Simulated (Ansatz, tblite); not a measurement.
Spin states of CdO₂⁻ (the lowest doublet isomer of a short search), each relaxed with B3LYP-D4/def2-TZVPD in Ansatz. Electronic energies in the gas phase.

In the def2 sets Cd takes a core potential, while STO-3G treats all electrons; there is no spin–orbit coupling. The xTB rows come from tblite. LC-ωPBE has ω = 0.4 bohr⁻¹. Correlated methods freeze 2 core orbitals; core or outer-core shells of Cd are correlated, in sets that lack core-valence functions. The structure holds 1 bond(s) between oxygen atoms. In the quartet geometry the species has come apart into loosely held pieces. Another isomer (doublet) lies 0.11 eV lower at LDA (SPW92)/def2-TZVPD.

Doublet geometry:

```xyz
3

Cd    0.745   -1.497    0.252
O    -0.132    0.976    0.454
O    -0.613    0.521   -0.705
```

Quartet geometry (Cs within 0.1 Å):

```xyz
3

Cd    1.592    1.709    0.139
O    -0.854   -1.322    0.314
O    -0.738   -0.387   -0.453
```

⟨S²⟩: doublet 0.76 at PBE0-D4/def2-TZVPD (pure 0.75), quartet 3.76 at PBE0-D4/def2-TZVPD (pure 3.75).

Only these spin states were relaxed. The quartet has fallen apart into loose fragments.

| level | quartet − doublet (kJ/mol) | lowest of these | remarks |
| --- | --- | --- | --- |
| GFN2-xTB | 716.5 | doublet | – |
| r2SCAN0-D4/def2-TZVPD | 181.7 | doublet | HOMO above zero (quartet) |
| MP2/def2-TZVPPD | 214.7 | doublet | HOMO above zero (quartet) |
| CCSD(T)/def2-TZVPPD | 217.7 | doublet | HOMO above zero (quartet) |

Q: Estimate the rows for GFN1-xTB, HF/STO-3G, LDA (SPW92)/def2-TZVPD, LC-ωPBE/def2-TZVPD.

A: 
```csv
level,quartet − doublet (kJ/mol),lowest of these,remarks
GFN1-xTB,508.3,doublet,–
HF/STO-3G,428.6,doublet,"HOMO above zero (doublet), HOMO above zero (quartet)"
LDA (SPW92)/def2-TZVPD,211.2,doublet,"HOMO above zero (doublet), HOMO above zero (quartet)"
LC-ωPBE/def2-TZVPD,201.5,doublet,HOMO above zero (quartet)
```

The xTB methods have no term that favours high spin, so they put low spin too low.
